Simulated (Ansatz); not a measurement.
Z-matrix (Å, degrees):
```
Si
O 1 1.652
Si 1 2.341 2 102.3
N 1 1.711 2 112.7 3 -124.0
H 1 1.491 2 111.4 3 119.8
H 2 0.960 1 116.5 3 172.7
Si 3 2.337 1 111.2 2 44.5
H 3 1.493 1 109.7 2 -76.6
H 3 1.492 1 109.4 2 165.9
H 4 1.006 1 123.4 2 74.3
H 4 1.005 1 121.3 2 -126.3
H 7 1.486 3 110.1 1 -64.7
H 7 1.488 3 109.8 1 54.9
H 7 1.489 3 111.4 1 174.7
```

Total charge 0; spin multiplicity 1.

**Question.** List the r2SCAN/def2-TZVPP orbital energies in eV (the Gaussian-basis code of Ansatz). (Estimate.)

**Answer.** Ansatz gave: Occupied: -1791.46, -1790.65, -1790.49, -515.70, -384.95, -141.77, -141.15, -141.01, -96.64, -96.63, -96.62, -96.00, -96.00, -95.99, -95.87, -95.86, -95.85, -26.28, -22.31, -14.73, -13.82, -12.84, -12.50, -12.08, -9.89, -9.23, -8.94, -8.64, -8.31, -8.02, -7.45, -7.28, -6.23. Lowest empty: -0.53, -0.39, 0.14, 0.35, 0.64, 1.17, 1.42, 1.83.
